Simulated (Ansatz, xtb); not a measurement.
## FHOSeSi: 3 structures ranked

3 gas-phase structures of FHOSeSi, found in a search over its isomers (lower ones may exist). Each was relaxed with GFN2-xTB; where two conformers were screened, the lower at r2SCAN-D4/def2-SVP//GFN2-xTB is listed:

A. `O[Si](F)=[Se]`, a singlet
B. `O=[Si](F)[SeH]`, a singlet
C. `F[Si@@H]1O[Se]1`, a singlet

**Question.** Estimate their order in r2SCAN-D4/def2-SVP//GFN2-xTB energy at these geometries, lowest first.

**Answer.** Calculated order at r2SCAN-D4/def2-SVP//GFN2-xTB: A (0.0), B (84.2), C (183.1) kJ/mol.

Energies above the lowest of each column, in kJ/mol; the last columns are at r2SCAN-D4/def2-SVP geometries and were run for some of them only (a dash: not run or not comparable):

```csv
structure,GFN2-xTB,HF/STO-3G,r2SCAN-D4/def2-SVP//GFN2-xTB,r2SCAN-D4/def2-SVP,CCSD(T)/def2-TZVP
A,0.0,0.0,0.0,0.0,0.0
B,40.2,132.7,84.2,85.3,78.4
C,137.4,117.5,183.1,–,–
```

Every level run on A puts it lowest or level with the lowest. Flexible structures stand in one conformer each, not always the lowest. Frequencies (r2SCAN-D4/def2-SVP) were run for A, B alone.

Programs: Ansatz 0.2.0, xtb 6.7.1.
